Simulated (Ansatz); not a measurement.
C₉H₁₄BrN⁻, that is N-butylpyridinium bromide with one electron more. Charge -1, multiplicity 2. Geometry r2SCAN-D4/def2-SVP, that of the neutral singlet; atoms count from 1.

```xyz
25

C     2.7132    0.9466    2.5657
C     2.1639   -0.1983    1.7227
C     1.0544    0.2531    0.7757
C     0.5334   -0.9035   -0.0726
N    -0.6217   -0.5391   -0.9055
C    -1.8744   -0.9696   -0.5418
C    -2.9556   -0.6816   -1.4240
C    -2.7824    0.1891   -2.4703
C    -1.5035    0.7685   -2.6969
C    -0.4566    0.3824   -1.9017
H     3.1427    1.7398    1.9320
H     3.5037    0.6011    3.2493
H     1.9176    1.4043    3.1748
H     2.9837   -0.6660    1.1446
H     1.7691   -0.9899    2.3858
H     1.4328    1.0578    0.1189
H     0.2053    0.6695    1.3443
H     1.3227   -1.2982   -0.7362
H     0.2054   -1.7258    0.5801
H    -1.8964   -1.8506    0.0959
H    -3.9251   -1.1285   -1.1967
H    -3.6199    0.4371   -3.1274
H    -1.3344    1.4871   -3.5003
H     0.5609    0.7547   -2.0372
Br   -2.5386    0.2602    1.5209
```

The highest occupied level of the charge -1 doublet lies above zero (up to 1.36 eV). By energy differences its removal costs 0.23 eV (vertical, to the charge 0 singlet, at PBE0-D4/def2-TZVP); self-interaction error and the lack of diffuse functions both raise the level.

(1) Estimate the Mulliken populations from the PBE0/def2-TZVP orbitals of Ansatz.

(2) Where does the spin sit?

(3) And the Mayer bond orders between bonded heavy atoms (over 0.3)?

Answers

(1) 
```csv
atom,charge (e),spin (α − β)
C1,-0.36,0.00
C2,-0.15,0.00
C3,-0.22,0.01
C4,-0.12,-0.03
N5,0.08,0.18
C6,-0.01,0.16
C7,-0.12,0.05
C8,-0.23,0.42
C9,-0.13,-0.16
C10,-0.18,0.34
H11,0.10,0.00
H12,0.10,0.00
H13,0.13,0.00
H14,0.07,0.00
H15,0.09,0.00
H16,0.07,0.00
H17,0.16,0.00
H18,0.06,0.04
H19,0.10,0.00
H20,0.09,0.00
H21,0.07,-0.01
H22,0.05,-0.03
H23,0.07,0.01
H24,0.08,-0.02
Br25,-0.77,0.06
```
Mulliken values and Mayer orders depend strongly on the basis.

(2) Summed by element: C 0.77, N 0.18, H 0.00, Br 0.06, of 1 unpaired in all. Largest on single atoms: C8 0.42, C10 0.34, N5 0.18.

(3) C1–C2 1.00 (1.52 Å); C2–C3 1.00 (1.53 Å); C3–C4 1.04 (1.53 Å); C4–N5 0.97 (1.47 Å); N5–C6 1.14 (1.37 Å); N5–C10 1.07 (1.37 Å); C6–C7 1.50 (1.42 Å); C7–C8 1.37 (1.37 Å); C8–C9 1.30 (1.42 Å); C9–C10 1.62 (1.37 Å).
